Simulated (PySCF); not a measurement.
These 2 structures share the formula C5H5BO. Method: PBE0-D3(BJ)/def2-SVP geometry optimisation, gas phase (PySCF 2.14.0). Energies are electronic, without zero-point or thermal terms, for one conformer each. No frequencies were run at this level. Point groups hold within 0.08 Å.

**Question.** Order them by energy at this level, lowest first, and give relative energies in kcal/mol.
A. `[O:1]=[CH:2][C:3]1=[CH:4][CH:5]=[CH:6][BH:7]1` with O1–C2–C3–C4 180°
B. `[CH:1]#[C:2][C:3]#[C:4][BH:5][O:6][CH3:7]` with C4–B5–O6–C7 179°

**Answer.** A (0.0), B (15.9).

As drawn, the higher has a B–O bond, which the lower lacks.

```csv
SMILES,E (Eh),E rel (kcal/mol),dipole (D),point group,"A, B, C (MHz)"
O=CC1=CC=CB1,-292.98706,0.0,4.10,Cs,"7865, 1853, 1500"
C#CC#CBOC,-292.96175,15.9,1.18,Cs,"31374, 803.8, 787.6"
```
